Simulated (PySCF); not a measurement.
# Radiative rates from a computed spectrum

Cu(PH3)(NH2) (singlet state).
Cartesian coordinates in Å at the PBE0-D3(BJ)/def2-SVP level; atoms count from 1:
```
atom  x, y, z in Å
Cu1    0.006    0.015   -0.522
P2     0.002   -0.002    1.631
H3    -1.120   -0.545    2.312
H4     0.099    1.200    2.387
H5     1.007   -0.724    2.328
N6     0.003    0.031   -2.319
H7     0.827    0.000   -2.909
H8    -0.822    0.024   -2.908
```

The calculation used TDDFT CAM-B3LYP/def2-SVPD, vertical, gas phase, core orbitals frozen in the response (PySCF).

Relations used (vacuum, state to state): A = 0.6670 f ν̃² s⁻¹ (ν̃ in cm⁻¹); τ = 1/A; f = (2/3) ΔE |μ|² in atomic units; ∫σ dE = 109.76 f Mb·eV.

States that coincide in energy are taken one by one. These lifetimes count emission to the ground state at the vertical energy alone; relaxation of the geometry and all other decay channels are left out.

Energies and rates of the computed singlets with f of 0.002 or more:

| state | E (eV) | A (s⁻¹) |
| --- | --- | --- |
| S2 | 4.17 | 2.86×10⁷ |
| S3 | 4.46 | 1.04×10⁸ |
| S4 | 4.98 | 5.38×10⁷ |
| S5 | 5.13 | 2.21×10⁷ |
| S6 | 5.22 | 6.76×10⁷ |
| S7 | 5.58 | 8.27×10⁶ |
| S8 | 5.58 | 6.88×10⁶ |
| S9 | 5.63 | 9.05×10⁶ |
| S11 | 5.87 | 1.24×10⁷ |
| S12 | 5.87 | 1.35×10⁷ |
| S14 | 6.08 | 8.29×10⁶ |

Q: Which f and |μ| stand behind these rates?

A: f = A / (0.6670 ν̃²), and |μ| follows from f:

```json
{"state": "S2", "f": "0.038", "|μ| (D)": "1.55", "τ": "35 ns", "main configurations (H = HOMO, L = LUMO)": "H→L+1 (78%), H→L+3 (19%)"}
{"state": "S3", "f": "0.120", "|μ| (D)": "2.66", "τ": "9.7 ns", "main configurations (H = HOMO, L = LUMO)": "H→L+2 (91%)"}
{"state": "S4", "f": "0.050", "|μ| (D)": "1.63", "τ": "19 ns", "main configurations (H = HOMO, L = LUMO)": "H-1→L (93%)"}
{"state": "S5", "f": "0.019", "|μ| (D)": "1.00", "τ": "45 ns", "main configurations (H = HOMO, L = LUMO)": "H-1→L+2 (80%), H→L+3 (9%)"}
{"state": "S6", "f": "0.057", "|μ| (D)": "1.70", "τ": "15 ns", "main configurations (H = HOMO, L = LUMO)": "H→L+3 (67%), H-1→L+2 (13%), H→L+1 (13%)"}
{"state": "S7", "f": "0.0061", "|μ| (D)": "0.54", "τ": "120 ns", "main configurations (H = HOMO, L = LUMO)": "H-3/H-2→L (≥82%), H-3/H-2→L+2 (≥9%)"}
{"state": "S8", "f": "0.0051", "|μ| (D)": "0.49", "τ": "150 ns", "main configurations (H = HOMO, L = LUMO)": "H-3/H-2→L (≥80%), H-3/H-2→L+2 (≥11%)"}
{"state": "S9", "f": "0.0066", "|μ| (D)": "0.55", "τ": "110 ns", "main configurations (H = HOMO, L = LUMO)": "H-1→L+1 (62%), H-4→L (29%)"}
{"state": "S11", "f": "0.0083", "|μ| (D)": "0.61", "τ": "81 ns", "main configurations (H = HOMO, L = LUMO)": "H-3/H-2→L+2 (≥82%), H-3/H-2→L (≥10%)"}
{"state": "S12", "f": "0.0090", "|μ| (D)": "0.64", "τ": "74 ns", "main configurations (H = HOMO, L = LUMO)": "H-3/H-2→L+2 (≥77%), H-3/H-2→L (≥12%)"}
{"state": "S14", "f": "0.0052", "|μ| (D)": "0.47", "τ": "120 ns", "main configurations (H = HOMO, L = LUMO)": "H→L+5 (81%)"}
```

Q: Which computed singlets stay under f = 0.002?

A: S1 (3.72 eV, f 0.0000), S10 (5.72 eV, f 0.0000) and S13 (5.92 eV, f 0.0000).

Q: Suppose S2 emitted 0.3 eV lower with the same transition dipole. How would A change?

A: At fixed |μ|, A goes as the cube of the energy: (3.87/4.17)³ = 0.80, which makes τ about 44 ns.

Q: What is the integrated cross-section of all computed states together?

A: Σf = 0.324 over S1 to S14, so 109.76 × Σf ≈ 35.6 Mb·eV.

Time: 14 s of wall time. Hardware: an Arm Neoverse V2 with one thread, no GPU, shared host.
